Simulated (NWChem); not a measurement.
Everything below was run with NWChem. System: H4SSi2, charge 0, spin multiplicity 1, at a geometry optimised with B3LYP/def2-SVP. The structure started from a generated list of species. Level: RHF/def2-SVP.

The NWChem input:

```
start mol
memory heap 200 mb stack 800 mb global 1000 mb
geometry units angstroms nocenter noautoz
  Si    -0.602984    -0.940358     0.000000
  S     -1.262082     1.103991     0.000000
  H     -2.600979     0.871190     0.000000
  Si     1.744023    -0.329774     0.000000
  H      2.042906     1.135950     0.000000
  H      2.388423    -0.944578    -1.204182
  H      2.388423    -0.944578     1.204182
  symmetry group Cs
end
basis spherical
  * library def2-svp
end
scf
  rhf
  nopen 0
  maxiter 100
  thresh 1e-7
  semidirect memsize 60000000 filesize 0
end
task scf energy
```

Part of the output:

```
             Northwest Computational Chemistry Package (NWChem) 7.3.0
             --------------------------------------------------------

                                NWChem Input Module
                                -------------------

 Scaling coordinates for geometry "geometry" by  1.889725989
 (inverse scale =  0.529177249)

 Turning off AUTOSYM since
 SYMMETRY directive was detected!

                             Geometry "geometry" -> ""
                             -------------------------

 Output coordinates in angstroms (scale by  1.889725989 to convert to a.u.)

  No.       Tag          Charge          X              Y              Z
 ---- ---------------- ---------- -------------- -------------- --------------
    1 Si                  14.0000    -0.60298400    -0.94035800     0.00000000
    2 S                   16.0000    -1.26208200     1.10399100     0.00000000
    3 H                    1.0000    -2.60097900     0.87119000     0.00000000
    4 Si                  14.0000     1.74402300    -0.32977400     0.00000000
    5 H                    1.0000     2.04290600     1.13595000     0.00000000
    6 H                    1.0000     2.38842300    -0.94457800    -1.20418200
    7 H                    1.0000     2.38842300    -0.94457800     1.20418200

 Effective nuclear repulsion energy (a.u.)     173.2206788890

            Nuclear Dipole moment (a.u.)
            ----------------------------
        X                 Y               Z
 ---------------- ---------------- ----------------
     0.0000132281    -0.0000151178     0.0000000000

      Symmetry information
      --------------------

 Group name             Cs
 Group number              2
 Group order               2
 No. of unique centers     6

      Symmetry unique atoms

     1    2    3    4    5    6


 Summary of "ao basis" -> "" (spherical)
 ------------------------------------------------------------------------------
       Tag                 Description            Shells   Functions and Types
 ---------------- ------------------------------  ------  ---------------------
 *                          def2-svp                  on all atoms

 Summary of "ao basis" -> "ao basis" (spherical)
 ------------------------------------------------------------------------------
       Tag                 Description            Shells   Functions and Types
 ---------------- ------------------------------  ------  ---------------------
 Si                         def2-svp                 8       18   4s3p1d
 S                          def2-svp                 8       18   4s3p1d
 H                          def2-svp                 3        5   2s1p

                                 NWChem SCF Module
                                 -----------------

  ao basis        = "ao basis"
  functions       =    74
  atoms           =     7
  closed shells   =    24
  open shells     =     0
  charge          =   0.00
  wavefunction    = RHF
  use symmetry    = T
  symmetry adapt  = T

 Summary of "ao basis" -> "ao basis" (spherical)
 ------------------------------------------------------------------------------
       Tag                 Description            Shells   Functions and Types
 ---------------- ------------------------------  ------  ---------------------
 Si                         def2-svp                 8       18   4s3p1d
 S                          def2-svp                 8       18   4s3p1d
 H                          def2-svp                 3        5   2s1p
[...]
  Orbital symmetries:

     1 a'          2 a'          3 a'          4 a'          5 a'
     6 a'          7 a"          8 a'          9 a'         10 a"
    11 a'         12 a'         13 a"         14 a'         15 a'
    16 a'         17 a'         18 a'         19 a'         20 a"
    21 a'         22 a'         23 a"         24 a'         25 a"
    26 a'         27 a'         28 a'         29 a"         30 a'
    31 a'         32 a'         33 a'         34 a'

             Final eigenvalues
             -----------------

              1
    1  -91.9357
    2  -68.7878
    3  -68.7504
    4   -8.9711
    5   -6.6584
    6   -6.6571
    7   -6.6561
    8   -6.1590
    9   -6.1241
   10   -4.2650
   11   -4.2642
   12   -4.2626
   13   -4.2339
   14   -4.2339
   15   -4.2338
   16   -0.9779
   17   -0.7315
   18   -0.6204
   19   -0.5335
   20   -0.4825
   21   -0.4784
   22   -0.4184
   23   -0.4026
   24   -0.3196
   25    0.0156
   26    0.1134
   27    0.1641
   28    0.1704
   29    0.1792
   30    0.2076
   31    0.2282
   32    0.3089
   33    0.3869
   34    0.4451

                       ROHF Final Molecular Orbital Analysis
                       -------------------------------------

 Vector   22  Occ=2.000000D+00  E=-4.184463D-01  Symmetry=a'
              MO Center= -1.3D-01, -8.8D-02,  4.5D-15, r^2= 4.1D+00
   Bfn.  Coefficient  Atom+Function         Bfn.  Coefficient  Atom+Function
  ----- ------------  ---------------      ----- ------------  ---------------
    30      0.397391  2 S  py                27      0.290805  2 S  py
     8      0.198011  1 Si px                49     -0.196099  4 Si px
     3      0.188161  1 Si s                 11      0.173810  1 Si px
    52     -0.168294  4 Si px                24      0.164638  2 S  py
     4      0.159885  1 Si s                  9     -0.159186  1 Si py

 Vector   23  Occ=2.000000D+00  E=-4.025752D-01  Symmetry=a"
              MO Center= -1.2D+00,  8.7D-01, -3.8D-15, r^2= 2.0D+00
   Bfn.  Coefficient  Atom+Function         Bfn.  Coefficient  Atom+Function
  ----- ------------  ---------------      ----- ------------  ---------------
    31      0.622717  2 S  pz                28      0.409168  2 S  pz
    25      0.235228  2 S  pz

 Vector   24  Occ=2.000000D+00  E=-3.195812D-01  Symmetry=a'
              MO Center= -4.3D-01, -8.1D-01, -3.2D-15, r^2= 3.7D+00
   Bfn.  Coefficient  Atom+Function         Bfn.  Coefficient  Atom+Function
  ----- ------------  ---------------      ----- ------------  ---------------
     4      0.331682  1 Si s                  3      0.293178  1 Si s
    12     -0.290115  1 Si py                11     -0.265317  1 Si px
     8     -0.231013  1 Si px                 9     -0.225955  1 Si py
    52      0.213589  4 Si px                30      0.209939  2 S  py
    49      0.200948  4 Si px                 2      0.174806  1 Si s

 Vector   25  Occ=0.000000D+00  E= 1.560973D-02  Symmetry=a"
              MO Center= -5.0D-01, -7.5D-01, -7.7D-16, r^2= 3.5D+00
   Bfn.  Coefficient  Atom+Function         Bfn.  Coefficient  Atom+Function
  ----- ------------  ---------------      ----- ------------  ---------------
    13      0.774001  1 Si pz                31     -0.356149  2 S  pz
    10      0.287009  1 Si pz                 7     -0.177589  1 Si pz
    66      0.154089  6 H  s                 71     -0.154089  7 H  s

 Vector   26  Occ=0.000000D+00  E= 1.134323D-01  Symmetry=a'
              MO Center= -2.8D-01, -4.9D-01,  1.8D-15, r^2= 5.7D+00
   Bfn.  Coefficient  Atom+Function         Bfn.  Coefficient  Atom+Function
  ----- ------------  ---------------      ----- ------------  ---------------
    22      0.760742  2 S  s                 11      0.733144  1 Si px
    61      0.594598  5 H  s                 53     -0.551064  4 Si py
    30     -0.499566  2 S  py                12     -0.487912  1 Si py
    38     -0.467363  3 H  s                 52      0.467033  4 Si px
    45     -0.332536  4 Si s                 66     -0.227990  6 H  s

 Vector   27  Occ=0.000000D+00  E= 1.640708D-01  Symmetry=a'
              MO Center= -9.1D-01,  2.3D-01, -5.0D-16, r^2= 6.3D+00
   Bfn.  Coefficient  Atom+Function         Bfn.  Coefficient  Atom+Function
  ----- ------------  ---------------      ----- ------------  ---------------
    38      0.997174  3 H  s                 29      0.870392  2 S  px
    12     -0.734862  1 Si py                52     -0.638318  4 Si px
     4     -0.505427  1 Si s                 61      0.432434  5 H  s
     3     -0.421278  1 Si s                 30     -0.345902  2 S  py
    44     -0.299196  4 Si s                 53     -0.283766  4 Si py

 center of mass
 --------------
 x =  -0.08583389 y =  -0.00243743 z =   0.00000000

 moments of inertia (a.u.)
 ------------------
         262.600563341729         175.954187437112           0.000000000000
         175.954187437112         612.257519482351           0.000000000000
           0.000000000000           0.000000000000         853.983055513237

  Mulliken analysis of the total density
  --------------------------------------

    Atom       Charge   Shell Charges
 -----------   ------   -------------------------------------------------------
    1 Si  14    13.78   2.00  1.99  1.23  0.54  5.94  0.93  1.02  0.13
    2 S   16    16.28   2.00  1.99  1.17  0.68  5.94  1.74  2.70  0.06
    3 H    1     0.91   0.70  0.18  0.03
    4 Si  14    13.66   2.00  1.99  0.96  0.24  5.94  1.25  1.10  0.17
    5 H    1     1.12   0.73  0.37  0.01
    6 H    1     1.13   0.73  0.38  0.01
    7 H    1     1.13   0.73  0.38  0.01

       Multipole analysis of the density wrt the origin
       ------------------------------------------------

     L   x y z        total         open         nuclear
     -   - - -        -----         ----         -------
     0   0 0 0     -0.000000      0.000000     48.000000

     1   1 0 0     -0.361937      0.000000      0.000013
     1   0 1 0     -0.124669      0.000000     -0.000015
     1   0 0 1      0.000000      0.000000      0.000000

     2   2 0 0    -31.739645      0.000000    341.058726
     2   1 1 0     -1.054158      0.000000    -95.933867
     2   1 0 1      0.000000      0.000000      0.000000
     2   0 2 0    -35.190792      0.000000    132.975309
     2   0 1 1     -0.000000      0.000000      0.000000
     2   0 0 2    -31.381987      0.000000     10.356474

 Task  times  cpu:        1.2s     wall:        1.2s

 Total times  cpu:        1.2s     wall:        1.2s
```
